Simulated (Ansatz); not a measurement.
`FC[SiH2][SiH3]`, charge 0, multiplicity 1.

Question: Give a relaxed structure at PBE0-D4/def2-TZVP (Ansatz). (An estimate is asked.)

Answer: The calculation gave: 
Z-matrix (Å, degrees):
```
C
Si 1 1.902
F 1 1.391 2 110.2
H 1 1.095 2 110.9 3 -119.8
H 1 1.095 2 111.5 3 120.0
Si 2 2.339 1 110.4 3 53.7
H 2 1.491 1 107.0 3 174.2
H 2 1.488 1 109.6 3 -68.4
H 6 1.486 2 110.7 1 -65.6
H 6 1.488 2 110.0 1 174.1
H 6 1.488 2 109.7 1 54.7
```
This is one stationary point; other conformers may exist.
